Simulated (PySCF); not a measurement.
## Assignment exercise: C$_{3}$H$_{13}$PSi$_{3}$

Numbering as in the mapped SMILES `[CH2:1]=[CH:2][CH2:3][SiH2:4][P:5]([SiH3:6])[SiH3:7]`. Hydrogens are named by the atom that carries them. Ha(C1) is cis to C3; Hb(C1) is trans to C3.

Computational details: geometry: PBE0-D3(BJ)/def2-SVP, σ from GIAO-B3LYP/pcSseg-1, in PySCF 2.14 (one averaged value for each set of equivalent atoms, in vacuum, one computed conformer, relativity neglected).

Shifts are taken against calculated references (same method and geometry level): $^{13}$C, $^{1}$H against TMS.

(1) Assign these signals to the numbered atoms. $^{13}$C{$^{1}$H} NMR (computed): δ 143.1, 121.8, 23.7.

(2) Assign these signals to the numbered atoms. $^{1}$H NMR (600 MHz, computed): δ 5.92 (m, 1H), 5.19 (m, 1H), 5.09 (m, 1H), 4.04 (m, 2H), 4.00 (m, 6H), 1.77 (m, 2H).

## Answers

(1) 
| δ (ppm) | atoms | environment | reason |
| --- | --- | --- | --- |
| 143.1 | C2 | alkene CH | as expected for a trigonal carbon in a double bond |
| 121.8 | C1 | terminal =CH2 carbon | as expected for a trigonal carbon in a double bond |
| 23.7 | C3 | allylic sp3 CH2 bonded to Si | – |

(2) 
```tsv
δ (ppm)	atoms	environment	reason
5.92	H(C2)	hydrogen on an alkene CH	attached to an sp2 carbon and in the plane of the double bond
5.19	Ha(C1)	hydrogen on a terminal =CH2 carbon	olefinic region
5.09	Hb(C1)	hydrogen on a terminal =CH2 carbon	–
4.04	H(Si4)	hydrogen on a silicon bonded to C, P	–
4.00	H(Si6)/H(Si7)	hydrogen on a silicon bonded to P	–
1.77	H(C3)	hydrogen on an allylic sp3 CH2 bonded to Si	allylic position
```

Ha(C1) and Hb(C1); H(Si4) and H(Si6)/H(Si7) lie closer than the usual error of such a calculation, so a measured spectrum could show them in the other order.

Splittings by $^{31}$P in the carbon and heteronuclear signals aren't shown, as no couplings were computed. Shifts are as computed. Against solution values, carbons near 30 ppm lie about +2 ppm off and those near 130 ppm about +6 ppm. Of 1211 compounds with measured shifts, 218 miss one by over three times the rms of a fit or turn the order of signals round; such compounds aren't used in these exercises. No couplings were computed; multiplicities are counted from neighbouring protons, with m where these are inequivalent, close in shift, in a saturated or five-membered ring or joined by F or P, and br s for small geminal =CH2 splittings.
